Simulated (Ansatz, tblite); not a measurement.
Cost and result up the ladder for Ge(CCH)2Me2 (C6H8Ge) (15 atoms). The state is a singlet with charge 0. Geometry: PBE0-D4/def2-SVP.

```xyz
15

Ge   -0.0461   -0.0009    0.0436
C     0.8185    1.5545   -0.6492
C     1.3509    2.5633   -1.0718
H     1.8261    3.4511   -1.4500
C     0.7311   -1.5166   -0.8195
C     1.2064   -2.5019   -1.3514
H     1.6314   -3.3687   -1.8259
C    -1.9393    0.0767   -0.3887
H    -2.4449   -0.8308   -0.0285
H    -2.0755    0.1503   -1.4766
H    -2.3984    0.9555    0.0866
C     0.2864   -0.1163    1.9549
H    -0.1257    0.7677    2.4626
H     1.3670   -0.1644    2.1480
H    -0.1879   -1.0193    2.3657
```

Ansatz on 2 threads of AMD EPYC 7R13 on a shared host and a share (18 GiB) of an NVIDIA H100 80GB HBM3; xTB runs through tblite on one thread. Times are rough, summed over both states, and most runs start from the orbitals of an earlier one. PBE0-D4/def2-TZVP serves as the yardstick here, not as an exact answer. The other state is a triplet.

The xTB rows come from tblite.

xTB has no spin-polarisation term.

```
                          level  functions  wall time  vertical triplet (eV)  difference from PBE0-D4/def2-TZVP (eV)
                       GFN2-xTB         41    0.018 s                   5.71                                    0.58
                       GFN1-xTB         49    0.022 s                   5.86                                    0.73
               PBE-D4/def2-TZVP        282       15 s                   5.21                                    0.09
PBE0-D4/def2-TZVP (with forces)        282       18 s                   5.13                                    0.00
            r2SCAN-D4/def2-TZVP        282       19 s                   5.01                                   -0.11
```
